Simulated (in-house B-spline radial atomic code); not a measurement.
The numbers below are computed, except where a source is named.
# Cd in an electron gas of r_s = 3.3: phase shifts, screening and friction

A nucleus sits in a uniform electron gas with a rigid positive background. The Kohn-Sham equations are solved self-consistently in the spin-unpolarised LDA (PW92), non-relativistic, on B-splines with outgoing waves at the boundary and partial waves to l = 8. The model has no lattice, no bands and no magnetic solution. Atomic units; δ_l are the phase shifts at the Fermi level, counted so that each bound state adds π, and good to about 0.0005.

The density parameter is r_s = 3.3 bohr.

```
l  δ_l (rad)
0    13.3790
1    10.1653
2     6.2934
3     0.0070
4     0.0009
5    -0.0001
6     0.0000
7     0.0000
8     0.0000
```

Bound levels below the band bottom (hartree): d -14.45, s -3.362, p -2.161, d -0.2373, s -0.02107 and deeper ones.

Task: Check the Friedel sum rule, and say where the screening charge sits.

Result: k_F = (9π/4)^(1/3)/r_s = 0.58156. The rule is Z = (2/π) Σ (2l + 1) δ_l. The terms are s 8.517, p 19.414, d 20.033, f 0.031 and 0.004 beyond, in all 48.000 against Z = 48. Bound states hold 10 s, 18 p, 20 d electrons, so the scattering states carry 0.00 in all; where a term is smaller than its bound count, the bound level has drawn weight out of the band.

Task: Find the transport cross section and the electronic stopping of a 2 keV Cd ion (mass 112.41 u).

Result: σ_tr = (4π/k_F²) Σ (l + 1) sin²(δ_l − δ_(l+1)). The terms for l = 0 to 3 are 0.0052, 0.8900, 0.0000, 0.0001, all together 0.8954, so σ_tr = 37.155 × 0.8954 = 33.269 bohr². With n = 3/(4π r_s³) = 0.006643, the friction coefficient is Q = n k_F σ_tr = 0.1285. For v well below v_F = 0.582, dE/dx = Q v; with 24801 eV per u at v = 1, v = √(2000/(24801 × 112.41)) = 0.0268, so dE/dx = 0.00344 hartree/bohr = 1.77 eV/nm. The largest term couples the p and d waves.
